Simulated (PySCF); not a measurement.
# Radial density of Te (tellurium, neutral)

UHF, [Kr] 4d10 5s2 5p3 6s1, high-spin 5S determinant (an excited configuration). Calculation: PySCF 2.14, in aug-cc-pwCVTZ-DK3 with one added diffuse shell each of s, p, d, f type (11s10p8d5f1g, 125 functions); scalar relativity by spin-free X2C-1e.

| r (bohr) | 4πr²ρ (e/bohr) | 4πr²(ρα − ρβ) |
| --- | --- | --- |
| 0.0279 | 62.27 | 0.0222 |
| 0.0470 | 61.65 | 0.0541 |
| 0.0790 | 86.02 | 0.0435 |
| 0.133 | 67.05 | -0.0153 |
| 0.224 | 70.54 | 0.1117 |
| 0.376 | 42.33 | -0.0008 |
| 0.632 | 25.24 | 0.2687 |
| 1.06 | 15.68 | -0.0314 |
| 1.79 | 4.049 | 1.4226 |
| 3.01 | 1.332 | 0.9520 |
| 5.06 | 0.2531 | 0.2451 |
| 8.52 | 0.09942 | 0.0994 |
| 14.3 | 0.002299 | 0.0023 |

Densities and radii are taken from the X2C orbitals without a picture-change correction, which distorts them close to the nucleus.

The outer electron is Rydberg-like, and this basis confines it to a smaller radius and binds it less than a complete one would.

Question: Where is the radial spin density 4πr²(ρα − ρβ) most negative, and why is it negative at all?

Answer: Around r = 1.06 bohr, down to -0.0314 e/bohr: exchange with the open shell polarises the paired shells in an unrestricted calculation.
